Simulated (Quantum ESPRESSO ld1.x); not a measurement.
Question: All-electron atom: the nickel ion Ni13+ in [Ne] 3s2 3p3. Method: scalar-relativistic Kohn-Sham, LDA (Slater exchange, VWN5 correlation), spin-polarised, spherical densities, point nucleus; open shells are filled with parallel spins first; computed with ld1.x of Quantum ESPRESSO 7.5. Some entries of the table are withheld. Estimate them.

orbital,occ.,eigenvalue (eV),<r^2> (bohr^2),<1/r> (bohr^-1)
1s up,1,-8606.888,0.003948,28.04
1s down,1,-8604.189,0.003947,28.05
2s up,1,-1383.616,0.07000,6.099
2s down,1,-1380.980,0.06979,6.103
2p up,3,-1250.315,0.05592,5.989
2p down,3,-1247.130,0.05579,5.990
3s up,1,(1),0.4676,2.252
3s down,1,(2),0.4720,2.241
3p up,3,(3),0.4666,(4)
3p down,0,(5),0.4719,(6)

Answer: 
(1) 3s up eigenvalue (eV): -450.803
(2) 3s down eigenvalue (eV): -441.523
(3) 3p up eigenvalue (eV): -409.830
(4) 3p up <1/r> (bohr^-1): 2.170
(5) 3p down eigenvalue (eV): -400.605
(6) 3p down <1/r> (bohr^-1): 2.160
